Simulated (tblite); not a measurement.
Species: C4H13BClN.
Atom-mapped SMILES: `[CH3:1][CH2:2][CH2:3][CH2:4][B@H-:5]([NH3+:6])[Cl:7]` (hydrogens: H8, H9, H10 on C1; H11, H12 on C2; H13, H14 on C3; H15, H16 on C4; H17 on B5; H18, H19, H20 on N6)

Computed with GFN2-xTB (tblite), gas phase: L-BFGS steps from a force-field or distance-geometry start until the largest atomic force falls under 0.01 eV/Å.

Geometry at step 8:
```
atom  x, y, z in Å
C1     -3.0999    0.3969   -0.3208
C2     -1.8476   -0.4859   -0.3293
C3     -0.5850    0.2570    0.0984
C4      0.6068   -0.6986    0.0429
B5      1.9693   -0.0393    0.6257
N6      2.8538    0.4981   -0.6424
Cl7     3.1008   -1.3274    1.3334
H8     -2.9668    1.2188    0.3829
H9     -3.3004    0.8269   -1.3063
H10    -3.9738   -0.1776   -0.0112
H11    -1.9736   -1.3488    0.3360
H12    -1.6916   -0.8857   -1.3340
H13    -0.4102    1.1323   -0.5353
H14    -0.6975    0.6235    1.1208
H15     0.6975   -1.0770   -0.9858
H16     0.3262   -1.5762    0.6332
H17     1.8281    0.8811    1.3687
H18     2.3339    1.1494   -1.2255
H19     3.6970    0.9459   -0.2900
H20     3.1277   -0.3027   -1.2103
```

Question: Give the atomic forces at this geometry.

Answer: 
```
atom  Fx (eV/Å)  Fy (eV/Å)  Fz (eV/Å)
  C1     -0.034      0.014      0.048
  C2     -0.121      0.054     -0.092
  C3     -0.049     -0.085     -0.026
  C4      0.011     -0.043      0.082
  B5     -0.049     -0.048     -0.062
  N6      0.121      0.081     -0.191
 Cl7      0.054      0.082     -0.018
  H8     -0.077     -0.074     -0.014
  H9      0.081     -0.083      0.188
 H10      0.056      0.092     -0.107
 H11     -0.076      0.208     -0.036
 H12     -0.038     -0.034     -0.017
 H13     -0.056     -0.083     -0.068
 H14     -0.052     -0.035     -0.024
 H15      0.148      0.135      0.130
 H16      0.103      0.052      0.037
 H17      0.063     -0.171     -0.033
 H18     -0.072      0.035      0.079
 H19     -0.004     -0.035      0.014
 H20     -0.010     -0.061      0.111
```

The largest, 0.24 eV/Å, acts on N6 (H15 within 3 % of it); the rms over all components is 0.083 eV/Å. The forces sum to zero within rounding, as they must for an isolated molecule in no field.

Question: Give the force on N6 in Eh/bohr and in nN.

Answer: 0.240 eV/Å ÷ 51.422 = 0.00467 Eh/bohr, and 0.240 eV/Å × 1.602 = 0.38 nN.

Question: How far is this geometry from the end of the optimisation?

Answer: 0.147 eV above it, and 0.401 Å rms away after alignment. The bonds farthest from their final lengths, with half the difference of the two atoms' forces along the bond (positive lengthens):

```csv
bond,now (Å),final (Å),force along bond (eV/Å)
C1–C2,1.532,1.524,-0.05
B5–H17,1.191,1.184,-0.05
C4–H15,1.100,1.094,-0.05
C1–H9,1.094,1.089,-0.09
C2–H11,1.097,1.092,-0.05
C4–B5,1.622,1.617,-0.05
```

The angle farthest from its final value is C2–C3–C4, 109.3° against 112.5°.

What follows is the cost of the whole relaxation. The run took 0.87 s wall on one thread, Arm Neoverse V1 (aarch64), shared host with 32 logical CPUs at a one-minute load of 6.4.
